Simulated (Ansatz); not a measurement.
Ansatz (an electronic-structure program) input (RPA@PBE/cc-pVQZ):

Ansatz 0.2 input:
```yaml
crystal:
  periodic: [false, false, false]
  atoms:
    - {symbol: B, position_ang: [-0.94737187, 0.04646185, 0.00409826]}
    - {symbol: F, position_ang: [-1.66651513, -1.05227859, 0.00551629]}
    - {symbol: F, position_ang: [-1.55553930, 1.21029743, 0.00842209]}
    - {symbol: Br, position_ang: [0.96386712, -0.04727082, -0.00416962]}
basis:
  gaussian:
    orbitals: cc-pVQZ
hamiltonian:
  xc: pbe
magnetization: {spin_polarized: false}
correlation: {method: rpa, electrons: outside_noble_gas}
```

End of the output:

```
integrals: 0.54 GiB planned
1478 factors; integrals over basis functions are off by at most 8.7e-4 eV
mean field: 1.70 GiB planned
mean field evaluation 1: about -76145.6043 eV, gradient 4.3e1 eV
mean field evaluation 2: about -76145.6038 eV, gradient 4.3e1 eV
mean field evaluation 4: about -76147.9758 eV, gradient 7.1e0 eV
mean field evaluation 8: about -76148.0765 eV, gradient 3.7e-1 eV
mean field evaluation 16: about -76148.0766 eV, gradient 2.4e-5 eV
mean field -76148.07661566 eV, -2798.3902006053 hartree, gradient 1.5e-6 eV, S^2 0.000000; 0 other end points of the search recorded, 0 dependent functions left out
17 core orbitals not correlated
reference -76089.72462829 eV, -2796.2458046219 hartree; 12, 12 occupied and 204, 204 virtual orbitals, 1478 factors
Total energy: -76124.48742828 eV, -2797.5233139586 hartree
```
